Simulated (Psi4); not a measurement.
**SnH2F2 (SMILES [F][SnH2][F]): methods side by side**

The species is SnH2F2 (5 atoms), meant as a singlet with charge 0. SMILES: `[F][SnH2][F]`. Geometry: relaxed at PBE0-D4/def2-TZVP.

Quantity: the vertical ionisation energy (to the doublet cation), in eV. The values are calculated.

| level | kind | program | value (eV) | CPU time (all runs) |
| --- | --- | --- | --- | --- |
| SVWN5/def2-SVP (core potential) | LDA | Psi4 | 11.58 | 39 s |
| BLYP/def2-SVP (core potential) | GGA | Psi4 | 11.33 | 42 s |
| M06-L/def2-SVP (core potential) | meta-GGA | Psi4 | 11.77 | 94 s |
| TPSS/def2-SVP (core potential) | meta-GGA | Psi4 | ? | 2.1 min |
| r2SCAN/def2-SVP (core potential) | meta-GGA | Psi4 | ? | 94 s |
| B3LYP/def2-SVP (core potential) | global hybrid | Psi4 | 12.05 | 53 s |
| BHLYP/def2-SVP (core potential) | global hybrid | Psi4 | 12.60 | 54 s |
| PBE0/def2-SVP (core potential) | global hybrid | Psi4 | 12.13 | 55 s |

Q: Estimate the missing values from the other rows.

A: As computed at these levels: TPSS/def2-SVP (core potential): 11.59 eV; r2SCAN/def2-SVP (core potential): 11.79 eV. Spin-orbit coupling, which can split open shells on such heavy atoms by tenths of an eV, is left out. The values span 11.33 to 12.60 eV. Times are those of the runs behind each value, whatever else they computed, on shared processors of several kinds: orders of magnitude only.
